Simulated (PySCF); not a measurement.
Working out the ionisation energy of Ne²⁺

Ne²⁺ [He] 2s2 2p4 (3P) → Ne³⁺ [He] 2s2 2p3 (4S). Computed with PySCF 2.14 in x2c-TZVPPall with one added diffuse shell each of s, p, d type (6s4p3d1f, 40 functions), with the spin-free X2C one-electron Hamiltonian (Gaussian nucleus). Frozen: nothing. Energies in hartree (1 hartree = 27.21139 eV):

| part | Ne²⁺ (lower) | Ne³⁺ (upper) |
| --- | --- | --- |
| UHF | -126.513784 | -124.240903 |
| MP2 opposite-spin | -0.123971 | -0.087454 |
| MP2 same-spin | -0.035651 | -0.029172 |

Question: What does Hartree-Fock give?

Answer: (-124.240903) − (-126.513784) = 2.272881 hartree = 61.848 eV.

Question: What do MP2 and SCS-MP2 (6/5 opposite-spin, 1/3 same-spin) give?

Answer: The opposite-spin parts differ by 0.994 eV and the same-spin parts by 0.176 eV. MP2: 61.848 + (0.994) + (0.176) = 63.018 eV. SCS-MP2: 61.848 + 1.2 × (0.994) + (0.176)/3 = 63.099 eV.

A first-order spin-orbit estimate adds 0.038 eV to MP2 (valence and next inner shell), giving 63.056 eV against 63.423 eV (measured; NIST Atomic Spectra Database, ionization energies).

What remains against the reference includes basis incompleteness and correlation beyond second order.
